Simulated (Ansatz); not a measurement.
C₃H₅, doublet, geometry from GFN2-xTB; PBE0/STO-3G (Ansatz, an electronic-structure program).

Input for Ansatz:
Ansatz 0.2 input:
```yaml
crystal:
  periodic: [false, false, false]
  atoms:
    - {symbol: C, position_ang: [-0.01011930, 0.88481522, -0.03777061]}
    - {symbol: C, position_ang: [0.76315111, -0.35067630, 0.05689274]}
    - {symbol: C, position_ang: [-0.75522711, -0.36829202, 0.05102229]}
    - {symbol: H, position_ang: [-0.01634672, 1.66492132, -0.76796371]}
    - {symbol: H, position_ang: [1.31462689, -0.70645278, -0.80771786]}
    - {symbol: H, position_ang: [1.25200813, -0.59394256, 0.99113267]}
    - {symbol: H, position_ang: [-1.24551713, -0.62291802, 0.98147659]}
    - {symbol: H, position_ang: [-1.29159938, -0.73668936, -0.81779420]}
basis:
  gaussian:
    orbitals: STO-3G
hamiltonian:
  xc: pbe0
magnetization: {spin_polarized: true, initial_magnetization: 1}
```

### Question
Write the output that Ansatz gives for this input, abridged.

### Answer

```
Functional definition: PBE0
277 factors; integrals over basis functions are off by at most 2.7e-5 eV
mean field evaluation 1: about -3146.8336 eV, gradient 4.6e0 eV
mean field evaluation 2: about -3147.0660 eV, gradient 2.6e0 eV
mean field evaluation 4: about -3147.1129 eV, gradient 1.6e-1 eV
mean field evaluation 8: about -3147.0605 eV, gradient 3.8e-3 eV
mean field -3147.06048402 eV, -115.6523396334 hartree, gradient 2.0e-5 eV, S^2 0.753433; 0 other end points of the search recorded, 0 dependent functions left out
reference -3147.06049910 eV, -115.6523401875 hartree; 12, 11 occupied and 8, 9 virtual orbitals, 277 factors
Total energy: -3147.06049910 eV, -115.6523401875 hartree
```
